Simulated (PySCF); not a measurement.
Sn(Cl)4, Cl₄Sn, SMILES [Cl][Sn]([Cl])([Cl])[Cl], CAM-B3LYP/def2-SVP optimised geometry. Atoms within 1.6 Å of the plane z = 0.0 Å (x, y, z in Å): Sn2 (-0.77, -1.09, 0.00), Cl3 (-1.54, 1.09, 0.00), Cl4 (1.54, -1.09, 0.00).

Calculation: CAM-B3LYP/def2-TZVP, def2 effective core potentials past Kr (PySCF). The core electrons that the potentials of Sn replace are not part of the density. Cells within 0.4 Å of a nucleus heavier than hydrogen are left out (blank, or x).

Map of the Laplacian of the electron density (e/bohr⁵), clipped to [-1.50, 1.50] on the plane z = 0.0 Å:

```
|555555555555555555555555555|
|555555555555555555555555555|
|555555555555555555555555555|
|555555555555555555555555555|
|555555555555555555555555555|
|555555555555555555555555555|
|555555555555555555555555555|
|555555554455555555555555555|
|555555479545555555555555555|
|5555552xxx25555555555555555|
|5555552xxx35555555555555555|
|555555459545555555555555555|
|555555544455555555555555555|
|555555555555555555555555555|
|555555555899755555445555555|
|555555558989985544944555555|
|5555555591xx49553xxx3555555|
|5555555590xx09553xxx3555555|
|555555558900985546964555555|
|555555555899855554445555555|
|555555555555555555555555555|
|555555555555555555555555555|
|555555555555555555555555555|
|555555555555555555555555555|
|555555555555555555555555555|
|555555555555555555555555555|
|555555555555555555555555555|
```
Scale: ten equal steps from -1.50 (start of '0') to 1.50 (end of '9'), in the order '0123456789'; x runs from -4.00 to 4.00, y from -4.00 (bottom) to 4.00 (top).
